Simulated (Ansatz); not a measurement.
`CB[BH][InH][NH2]` and `CBBN` differ in one atom or group.

Ansatz, PBE0-D4/def2-TZVP geometries, multiplicity 1. Each molecule was computed in one conformer, which needn't be the lowest.

Elements past krypton have def2 core potentials.

```json
{"property": "LUMO energy (PBE0/def2-TZVPP) / eV", "`CB[BH][InH][NH2]`": "-1.97"}
{"property": "size of the dipole moment (PBE/def2-TZVPP) / D", "`CB[BH][InH][NH2]`": "1.07"}
{"property": "ideal-gas entropy at 298 K and 1 bar (rigid rotor, harmonic PBE0-D4/def2-TZVP) / J/(mol·K)", "`CB[BH][InH][NH2]`": "419"}
{"property": "HOMO energy (PBE0/def2-TZVPP) / eV", "`CB[BH][InH][NH2]`": "-6.79"}
{"property": "HOMO–LUMO gap (PBE0/def2-TZVPP) / eV", "`CB[BH][InH][NH2]`": "4.82"}
{"property": "HOMO–LUMO gap (PBE/def2-TZVPP) / eV", "`CB[BH][InH][NH2]`": "2.72"}
```

Task: Give the same properties after the change, and the shifts. (An estimate is asked.)

Result: Ansatz gave: 
```tsv
property	`CBBN`	shift
LUMO energy (PBE0/def2-TZVPP) / eV	-0.97	1.00
size of the dipole moment (PBE/def2-TZVPP) / D	1.72	0.65
ideal-gas entropy at 298 K and 1 bar (rigid rotor, harmonic PBE0-D4/def2-TZVP) / J/(mol·K)	318	-101
HOMO energy (PBE0/def2-TZVPP) / eV	-7.41	-0.62
HOMO–LUMO gap (PBE0/def2-TZVPP) / eV	6.44	1.62
HOMO–LUMO gap (PBE/def2-TZVPP) / eV	4.13	1.41
```

With PBE0 the HOMO falls by 0.62 eV and the LUMO rises by 1.00 eV, so the gap widens by about 1.62 eV. PBE moves the HOMO by -0.48 eV and ωB97M-V by -0.71 eV. The zero-point energy changes by -6.4 kJ/mol with -6 modes. Dipoles are sizes alone; their direction can turn. Modes under 60 cm⁻¹, often nearly free rotors, make the harmonic entropy too high.
